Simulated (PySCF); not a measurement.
# GeTe: energy against distance

Set-up: basis Ge cc-pVTZ-PP with ECP10, Te cc-pVTZ-PP with ECP28; scalar-relativistic core potentials; PySCF 2.14. Energies in eV from Ge + Te in their ground configurations at the same level. State: ¹Σ⁺ (singlet), closed shell.

All columns are PBE0. A positive dipole means Ge(−)Te(+).

```
R (Å)  E (eV)  μ (D)  Mulliken charge on Ge (basis-dependent)  HOMO (eV)  LUMO (eV)  Mayer bond order  ⟨S²⟩
2.017  -2.785  -0.09                                     0.23      -7.02      -1.94              2.41  0.00
2.111  -3.655  -0.47                                     0.24      -7.14      -2.13              2.41  0.00
2.204  -4.130  -0.86                                     0.24      -7.23      -2.32              2.41  0.00
2.275  -4.296  -1.15                                     0.24      -7.17      -2.46              2.41  0.00
2.345  -4.341  -1.44                                     0.24      -7.02      -2.59              2.41  0.00
2.415  -4.291  -1.73                                     0.25      -6.89      -2.72              2.41  0.00
2.509  -4.118  -2.09                                     0.25      -6.72      -2.89              2.40  0.00
2.626  -3.785  -2.52                                     0.26      -6.53      -3.08              2.40  0.00
2.767  -3.285  -3.00                                     0.26      -6.34      -3.30              2.38  0.00
2.955  -2.551  -3.56                                     0.27      -6.14      -3.55              2.37  0.00
```

A fit through these points gives, at Re = 2.340 Å, μ = -1.42 D and dμ/dR = -4.07 D/Å; the reduced mass is 47.11 u.

Task: How strong is the fundamental in the double-harmonic approximation, I = 42.26·(dμ/dR)²/μred km/mol?

Result: I = 42.26·(-4.07)²/47.11 = 14.9 km/mol at PBE0.

These are scalar-relativistic numbers at best; spin–orbit coupling would shift them, the dissociation energy most.
